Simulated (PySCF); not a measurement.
# Vertical excitation energies

Species: C5H9GeN.
SMILES: `[H]/N=C\[C@@H]1C=C[CH2][GeH2]1`

Theory: TDDFT CAM-B3LYP/def2-SVPD, vertical, gas phase, core orbitals frozen in the response (PySCF). One conformer (not necessarily the lowest) at the PBE0-D3(BJ)/def2-SVP geometry, without solvent, vibrations or thermal averaging. Relativistic effects, spin–orbit coupling among them, are left out although an element past zinc is present.

| state | E (eV) | E (hartree) | f | \|μ\| (D) | main configurations (H = HOMO, L = LUMO) |
| --- | --- | --- | --- | --- | --- |
| S1 | 5.42 | 0.1992 | 0.0028 | 0.37 | H→L (26%), H→L+2 (18%), H→L+1 (14%) |
| S2 | 6.68 | 0.2453 | 0.033 | 1.13 | H→L (43%), H→L+1 (31%), H-2→L (11%) |
| S3 | 6.79 | 0.2494 | 0.042 | 1.27 | H-1→L (46%), H-2→L+1 (16%), H-1→L+1 (10%) |
| S4 | 6.94 | 0.2549 | 0.0079 | 0.55 | H-1→L+2 (33%), H→L+2 (21%), H-1→L+1 (16%) |
| S5 | 7.00 | 0.2571 | 0.0005 | 0.13 | H→L+2 (24%), H→L+1 (19%), H-1→L+1 (18%) |
| S6 | 7.07 | 0.2600 | 0.039 | 1.21 | H-2→L (48%), H-1→L+1 (27%) |
| S7 | 7.26 | 0.2668 | 0.224 | 2.85 | H-2→L+1 (29%), H-2→L+2 (22%), H-1→L (8%) |
| S8 | 7.34 | 0.2699 | 0.013 | 0.69 | H-1→L+2 (30%), H→L+2 (16%), H-1→L (10%) |
| S9 | 7.54 | 0.2770 | 0.118 | 2.03 | H→L+3 (64%) |
| S10 | 7.60 | 0.2792 | 0.019 | 0.80 | H-1→L+3 (46%), H-2→L+3 (16%) |

Triplets, Tamm–Dancoff:

| state | E (eV) | λ (nm) | main configurations (H = HOMO, L = LUMO) |
| --- | --- | --- | --- |
| T1 | 4.30 | 288.6 | H-1→L (22%), H-1→L+3 (19%), H-1→L+1 (14%) |
| T2 | 4.62 | 268.3 | H→L (24%), H→L+2 (16%), H→L+1 (14%) |
| T3 | 4.97 | 249.6 | H-2→L (24%), H-2→L+2 (15%), H-2→L+1 (13%) |
| T4 | 6.54 | 189.7 | H-2→L (21%), H→L (16%), H-1→L (14%) |

The lowest singlet comes at 229 nm (523 kJ/mol) in the ultraviolet; it is very weak; its leading configuration is HOMO→LUMO (26%). The most intense listed level is S7 at 7.26 eV (171 nm, f = 0.224), 1.84 eV above S1. Löwdin shares by element: HOMO carbon 34% or more, nitrogen 34% (atoms not listed hold the other 32%); LUMO carbon 22% or more, germanium 20%, nitrogen 12% (atoms not listed hold the other 46%). The oscillator strengths of these states sum to 0.499; summed over the whole spectrum of an exact calculation they would give the number of electrons, 78 (Thomas–Reiche–Kuhn). Orbital energies (eV): HOMO-3 -10.31, HOMO-2 -9.31, HOMO-1 -8.98, HOMO -8.76, LUMO 0.81, LUMO+1 0.89, LUMO+2 1.11. Weighted by f, the mean energy of these states is 7.23 eV. All these states lie below the vertical ionisation energy of 9.50 eV (ΔSCF). The window holds the lowest 10 singlets.
